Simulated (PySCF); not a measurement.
## Bond curve of LiSb⁻

Set-up: PySCF, scalar-relativistic core potentials, basis sets Li aug-cc-pVDZ, Sb aug-cc-pVDZ-PP with ECP28. Energies in eV from Li + Sb⁻ in their ground configurations at the same level. State: ²Π (doublet), unpaired electrons π ↑.

```csv
R (Å),MN15
2.208,-1.369
2.311,-1.569
2.414,-1.681
2.491,-1.721
2.568,-1.732
2.645,-1.720
2.748,-1.678
2.876,-1.596
3.030,-1.474
3.236,-1.299
```

Question: Put a parabola through the three lowest points of the MN15 curve and estimate Re, k and ωe (reduced mass 6.631 u; 1 eV/Å² = 0.16022 mdyn/Å; ωe = 1302.8·√(k/μ) cm⁻¹).

Answer: Through R = 2.491, 2.568, 2.645 Å the second-order coefficient is 1.94 eV/Å², so Re ≈ 2.566 Å, k ≈ 0.622 mdyn/Å and ωe ≈ 399 cm⁻¹. A polynomial fit of higher order to the unrounded MN15 energies gives Re = 2.563 Å, k = 0.622 mdyn/Å, ωe = 399 cm⁻¹; anharmonicity and rounding make the difference.

The higher-order fit for each curve: MN15: Re = 2.563 Å, ωe = 399 cm⁻¹, De = 1.73 eV.

⟨S²⟩ of the unrestricted solution departs from its pure value on part of the curve, where spin states mix. These are scalar-relativistic numbers at best; spin–orbit coupling would shift them, the dissociation energy most. For an ion De counts to the pair picked by the measured ionisation energies or electron affinities, which need not be the lowest pair at this level. The highest Kohn–Sham level is positive in this anion. Much of that is self-interaction error, but it also means that the finite basis helps to hold the extra electron. The state was picked by a PBE0 search and need not be the measured ground state.
